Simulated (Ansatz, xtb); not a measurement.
System: ICl2, charge -1, multiplicity 1. It need not be the lowest isomer of its formula. 
Geometry from a B3LYP-D3(BJ)/def2-TZVP (Ansatz, a program for electronic structure) optimisation:
```xyz
3

Cl     0.0000     0.0000    -2.6054
I      0.0000     0.0000     0.0000
Cl     0.0000     0.0000     2.6054
```
Charge -1, spin multiplicity 1.

Harmonic wavenumbers from GFN2-xTB (xtb, at its own minimum), cm⁻¹: 95, 96, 195, 237.

**Question.** Give the harmonic wavenumbers at B3LYP-D3(BJ)/def2-TZVP (Ansatz, finite differences of forces, unscaled).

**Answer.** 102, 102, 226, 239 cm⁻¹. Zero-point energy 1.0 kcal/mol.

**Question.** From these and the geometry, give the ideal-gas thermochemistry at 298.15 K and 1 atm (rigid rotor, harmonic oscillator).

**Answer.** Point group D∞h, rotational symmetry number 2. Rotational constants 1.05, 1.05 GHz. S(trans) 41.75, S(rot) 17.87, S(vib) 10.56, S(elec, spin only) 0.00, S 70.2 cal/(mol K). H(298) - H(0) 3.63 kcal/mol; G - E(el) -16.3 kcal/mol.
